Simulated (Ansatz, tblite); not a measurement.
Spin states of TaSi7, each relaxed with PBE-D4/def2-SVP in Ansatz. Electronic energies in the gas phase.

In the def2 sets Ta takes a core potential; there is no spin–orbit coupling. The xTB rows come from tblite. The structure comes from a short search, and lower isomers may exist.

Doublet geometry:

```xyz
8

Ta   -1.912    1.918    0.229
Si    0.361    2.634   -0.425
Si    0.801   -1.133    0.625
Si    1.695   -2.982   -0.371
Si    0.467    1.100    1.410
Si   -0.404    0.334   -0.921
Si    0.599   -1.601   -1.852
Si   -1.607   -0.271    1.306
```

Quartet geometry:

```
atom   x (Å)   y (Å)   z (Å)
 Ta1   1.171   1.096   2.060
 Si2   0.432   2.820   0.465
 Si3   0.242  -0.864  -1.376
 Si4  -1.463  -2.249  -2.114
 Si5   1.791   0.680  -0.404
 Si6  -0.770   0.830   0.244
 Si7  -1.926  -1.199   0.043
 Si8   0.524  -1.114   1.081
```

Run but left out: HF/def2-SVP, HF/def2-TZVP, MP2/def2-SVP, MP2/def2-TZVP, CCSD/def2-SVP, CCSD(T)/def2-SVP (doublet: ⟨S²⟩ 2.03 to 2.12, where a pure state has 0.75).

Only these spin states were relaxed. Higher spins weren't run and may lie lower. The quartet has other bonds than the doublet, so the gap mixes isomer and spin.

(1) Estimate which spin state lies lowest at each of these levels, and by how much: GFN1-xTB; GFN2-xTB; PBE-D4/def2-TZVP; BLYP-D4/def2-TZVP; r2SCAN-D4/def2-TZVP; B97M-V/def2-TZVP; PBE0-D4/def2-TZVP.

Answers

(1) 
```csv
level,quartet − doublet (kJ/mol),lowest of these
GFN1-xTB,33.7,doublet
GFN2-xTB,14.0,doublet
PBE-D4/def2-TZVP,42.2,doublet
BLYP-D4/def2-TZVP,57.4,doublet
r2SCAN-D4/def2-TZVP,37.1,doublet
B97M-V/def2-TZVP,39.8,doublet
PBE0-D4/def2-TZVP,38.2,doublet
```

Change of the quartet − doublet gap on mixing in exact exchange, in kJ/mol: PBE to PBE0 (25 % exact exchange) -4.0. The xTB methods have no spin-polarisation term.
